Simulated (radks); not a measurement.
Q: These are the eigenvalues of the occupied orbitals of an atom or ion with whole-number occupations (hartree). Calculated with a radial shooting solver on a logarithmic mesh with Libxc functionals: scalar-relativistic Kohn-Sham, PBEsol, spin-polarised, spherical densities, finite nucleus; Fermi nuclear charge, rms radius of each element as measured or else 0.836 A^(1/3) + 0.57 fm.

orbital  eigenvalue
1s        -151.3091
2s        -21.16290
2p        -18.30043
3s         -6.56237

Which element is it, and in what charge state? The configuration may be excited. Open shells, if any, are filled with parallel spins first.

A: Z = 20, calcium, charge +8: Ca8+ in [Ne] 3s2. The list shows which subshells hold electrons but not how many an open one holds; the 1s level, -151.31 hartree, gives Z - s = 17.4 by -(Z - s)^2/2, which with screening and relativity narrows Z to a few neighbours, and the depths of the outer levels then fix element, charge and occupations together.
